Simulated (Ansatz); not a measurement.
Correlation energies of CH₄FNSi (`F/C=N/[SiH3]`) by basis set

Z-matrix (Å, degrees):
```
Si
N 1 1.735
H 1 1.482 2 108.0
H 1 1.482 2 108.0 3 -118.8
H 1 1.492 2 112.0 3 120.6
C 2 1.234 1 125.7 3 -120.8
F 6 1.336 2 121.3 1 -180.0
H 6 1.095 2 129.6 1 0.0
```

The species carries charge 0 and has multiplicity 1. The geometry is a stationary point of PBE0-D4/def2-TZVP. Frozen core, restricted reference, the Gaussian-basis code of Ansatz. CBS rows extrapolate triple and quadruple zeta; past MP2 they add the triple-zeta difference.

| basis | HF (Eh) | MP2 corr. |
| --- | --- | --- |
| def2-SVP | -482.76979 | -0.57314 |
| def2-TZVPP | -483.11376 | -0.72829 |
| def2-QZVPP | -483.13175 | -0.78588 |

(1) Estimate the CCSD correlation energy and the (T) correction in each basis where they were run (hartree).

Results:

(1) 
```csv
basis,CCSD corr.,(T)
def2-SVP,-0.60786,-0.01725
def2-TZVPP,-0.75618,-0.02918
CBS(def2),-0.85641,as TZ
```
